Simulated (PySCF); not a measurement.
**B3LYP on Te²⁺ (tellurium, charge +2)**

Configuration: [Kr] 4d10 5s2 5p2, high-spin 3P determinant. Calculation: PySCF 2.14, in aug-cc-pVDZ-PP with ECP28MDF (5s4p3d, 32 functions); a scalar-relativistic core potential.

```
Total energy                                                  : -267.0512 hartree
One-electron energy                                           : -450.2915 hartree
Hartree (Coulomb) energy                                      : 203.5165 hartree
Exchange-correlation energy                                   : -20.2762 hartree
⟨S²⟩                                                          : 2.0015
⟨L²⟩                                                          : 2.006
Sum of ⟨r⟩                                                    : 24.98 bohr
Sum of ⟨r²⟩                                                   : 38.13 bohr²
Traceless quadrupole moment −½Σ⟨3z² − r²⟩ along its main axis : 2.38 e·bohr²
Time after the integrals                                      : 0.29 s of wall time on 1 thread of Neoverse-V1 (shared host)
```

```tsv
shell	electrons	mean orbital energy (hartree)	spread (hartree)	rms radius, mean of both spins (bohr)
4s α	1	-7.00533	0	0.819
4s β	1	-6.99651	0	0.819
4p α	3	-5.13424	0.01835	0.882
4p β	3	-5.12546	0.02668	0.882
4d α	5	-2.32803	0.02064	1.04
4d β	5	-2.31740	0.02897	1.04
5s α	1	-1.28111	0	2.10
5s β	1	-1.20955	0	2.10
5p α	2	-0.87778	0	2.49
```

Energies and moments cover only the electrons outside the core potential.
